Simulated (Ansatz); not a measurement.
`[SiH3][O][InH][Br]` + HBr → `[Br][InH][Br]` + silanol at 298.15 K and 1 bar (ligand exchange at the In–O bond).

Gas-phase electronic energies from Ansatz, PBE0-D4/def2-TZVP geometries. CCSD(T)/CBS is the MP2 limit (def2-TZVPP, def2-QZVPP) plus CCSD(T) − MP2 in def2-TZVPP, frozen cores. def2 core potentials past Kr. For Br, In outer-core shells are correlated without core-valence functions, which leaves a few kJ/mol of doubt a bond. Scalar relativity is left out up to krypton. Each species was taken in one conformer, which may not be the lowest.

```csv
species,CCSD(T)/CBS energy (Eh),H − E (kJ/mol),S (J/(mol·K))
`[SiH3][O][InH][Br]`,-3129.89321,116.7,392.9
HBr,-2573.91920,24.6,198.6
`[Br][InH][Br]`,-5337.15310,35.8,336.1
`O[SiH3]`,-366.69042,113.6,257.8
```

H − E and S are ideal-gas, rigid-rotor, harmonic terms from PBE0-D4/def2-TZVP, for one conformer and one mirror image of each species. 1 Eh = 2625.50 kJ/mol, R = 8.31446 J/(mol·K).

Q: By hand: ΔE, ΔH, ΔS and ΔG.

A: ΔE = (-5337.15310) + (-366.69042) − (-3129.89321) − (-2573.91920) = -0.03111 Eh = -81.7 kJ/mol. Δ(H − E) = 35.8 + 113.6 − 116.7 − 24.6 = 8.1, so ΔH = -73.6 kJ/mol. ΔS = 336.1 + 257.8 − 392.9 − 198.6 = 2.4 J/(mol·K). ΔG = -73.6 − 298.15 × (2.4)/1000 = -74.3 kJ/mol.

Q: By hand: the equilibrium constant, and the temperature at which ΔG would vanish if ΔH and ΔS stayed fixed.

A: log₁₀ K = −ΔG/(RT ln 10) = 13.0. ΔH and −TΔS have one sign here, so there is no such temperature.

The number of gas molecules stays the same, so ΔS is small and ΔH decides. A doubt of 5 kJ/mol in ΔE shifts log₁₀ K by 0.9 here. Other conformers and mirror images would add mixing entropy, several J/(mol·K) or more a flexible species. Modes under 60 cm⁻¹, often nearly free rotors, make the harmonic entropy too high. These are equilibria of isolated gas molecules and say nothing of rates. Largest T1 diagnostic: 0.013 (customary marks: 0.02 for closed shells, 0.045 for open ones).

ΔS is within the doubt of such terms, so its sign, and with it that verdict, could turn.
